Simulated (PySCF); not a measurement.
**Dipole moment and polarisability of `CCCC(C)(F)F`**

Compound: C5H10F2.
SMILES with atom numbers: `[CH3:1][CH2:2][CH2:3][C:4]([CH3:5])([F:6])[F:7]` (hydrogens: H8, H9, H10 on C1; H11, H12 on C2; H13, H14 on C3; H15, H16, H17 on C5)

Structure used (GFN2-xTB), in Å, numbered top down from 1:
```
atom  x, y, z in Å
C1     2.552   -0.093    0.335
C2     1.166   -0.704    0.486
C3     0.070    0.320    0.187
C4    -1.328   -0.271    0.338
C5    -2.457    0.700    0.034
F6    -1.488   -0.760    1.607
F7    -1.456   -1.371   -0.467
H8     2.679    0.743    1.020
H9     3.316   -0.834    0.552
H10    2.703    0.269   -0.680
H11    1.060   -1.550   -0.197
H12    1.037   -1.077    1.504
H13    0.172    0.688   -0.836
H14    0.153    1.166    0.871
H15   -2.378    1.038   -0.995
H16   -3.410    0.197    0.175
H17   -2.398    1.550    0.706
```

Level: PBE0/def2-SVPD (PySCF), static field, nuclei fixed, core orbitals frozen in the response. The polarisability tensor in these axes (au):

```
x   73.76 -1.94  0.77
y   -1.94 59.98 -0.79
z    0.77 -0.79 57.54
```

Task: Diagonalise the tensor; give its mean and Δα, where Δα² is half the sum of the squared differences of the eigenvalues.

Result: Principal values 57.30, 59.91 and 74.07 au; mean 63.76 au = 9.45 Å³ = 10.51 × 10⁻⁴⁰ C²·m²/J; Δα = 15.63 au (25 % of the mean).

Task: What is the dipole moment, and where does it point?

Result: (0.55, 2.09, -0.61) D, 2.25 D in size, pointing from the negative to the positive side. Measured along this direction, the outermost atoms are F6 and F7 at the negative end and H10 and H8 at the positive end.

Task: Find the Langevin capture rate constant for NH4+ (18.034 u) meeting this molecule (108.075 u), k = 2.342 × 10⁻⁹ cm³/s × √(α in Å³ / reduced mass in u).

Result: The reduced mass is 15.46 u, so k = 1.83 × 10⁻⁹ cm³/s. The formula leaves out the permanent dipole, which adds to the capture rate.

Task: In TDDFT the mean static polarisability is Σ f/ω² over all singlet excitations (ω in hartree). How much of it do the 6 lowest give? Their energies (eV) and oscillator strengths: 8.65, 0.0168; 8.99, 0.0084; 9.18, 0.0039; 9.38, 0.0160; 9.56, 0.0012; 9.71, 0.0003.

Result: They add up to 0.42 au, 0.7 % of the 63.76 au; the largest single term is 0.17 au, from the state at 8.65 eV. Terms in order: 0.17, 0.08, 0.03, 0.13, 0.01, 0.00 au. Higher excitations give the rest. The strengths listed sum to 0.047.

Task: Molar refractivity from α?

Result: Lorentz–Lorenz: R = (4π/3)N_A α = 2.5225 cm³/(mol·Å³) × 9.45 Å³ = 23.8 cm³/mol, in the limit of long wavelengths.

Task: What depolarisation ratio follows for Rayleigh scattering of linearly polarised light, taking the static tensor?

Result: ρ = 3Δα²/(45ᾱ² + 4Δα²) = 733.0/(182942 + 977.3) = 0.00399.

Isolated species at its GFN2-xTB geometry (one conformer only).

These values come from a run that also computed excited states. On one thread of an Arm Neoverse V1, shared host with 32 logical CPUs at a one-minute load of 22, this took 37 s of wall time and 0.91 GiB of memory at its peak.
